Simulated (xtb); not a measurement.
Si(F)(H)2(NCO) (CH2FNOSi), SMILES O=C=N[SiH2]F. All values are semi-empirical tight-binding results from xtb (GFN2-xTB unless named), good for trends rather than for accurate numbers. Geometry: GFN2-xTB. The values are those of a single conformer.

The geometry has at least one imaginary mode, so it is a saddle point at that level.

Computed properties:
```yaml
orbital_gap: 5.82 eV
dipole_moment: 2.59 D
static polarisability (D4 model): 52.4 bohr³
solvation energy, GFN2-xTB/ALPB(water): 0.6 kcal/mol
solvation energy, GFN2-xTB/ALPB(ch2cl2): -3.0 kcal/mol
```
